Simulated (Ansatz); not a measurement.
## A geometry optimisation of B2Br2H4 with r2SCAN-D4/def2-SVP

The starting geometry of this gas-phase triplet was optimised with GFN2-xTB as a singlet; its bonds are those of `[BH2-]1[Br+][BH2-][Br+]1`.

```xyz
8

B    -0.4840    1.1753   -0.4633
B     0.4885   -1.1712    0.4680
Br   -1.2573   -0.1542    0.9230
Br    0.8521   -0.1661   -1.3065
H    -1.3025    1.4952   -1.2390
H     0.1157    2.0146    0.0997
H     1.3176   -0.8878    1.2509
H     0.2698   -2.3059    0.2671
```

Predict what it relaxes into with r2SCAN-D4/def2-SVP.

A bond breaks, giving a structure with Br3 bridging B2 and B1, given below by its coordinates. Contacts that open: B1–Br4 (2.07 → 3.55 Å).

The energy falls by 1.78 eV over 23 steps:

| step | E − E(last) (eV) |
| --- | --- |
| 1 | 1.784 |
| 3 | 1.303 |
| 6 | 0.597 |
| 8 | 0.429 |
| 11 | 0.349 |
| 13 | 0.223 |
| 16 | 0.015 |
| 18 | 0.002 |
| 21 | 0.000 |
| 23 | 0.000 |

Final geometry (Å):

```yaml
atoms:
  - { symbol: B, position_ang: [-1.1031, 1.6540, -0.2022] }
  - { symbol: B, position_ang: [0.6028, -1.1963, 0.3563] }
  - { symbol: Br, position_ang: [-0.9502, 0.0367, 0.9934] }
  - { symbol: Br, position_ang: [1.5237, -0.5101, -1.2114] }
  - { symbol: H, position_ang: [-1.3997, 1.2857, -1.3319] }
  - { symbol: H, position_ang: [-0.0777, 2.3167, -0.1064] }
  - { symbol: H, position_ang: [1.3330, -1.3009, 1.3371] }
  - { symbol: H, position_ang: [0.0710, -2.2857, 0.1652] }
```

Frequencies at the end are all real (lowest 87 cm⁻¹). Open shells are spin-unrestricted. The triplet needn't be the ground state. Run with Ansatz 0.2.0, 3.9 min on 2 threads of Arm Neoverse V1, with other jobs on the host.
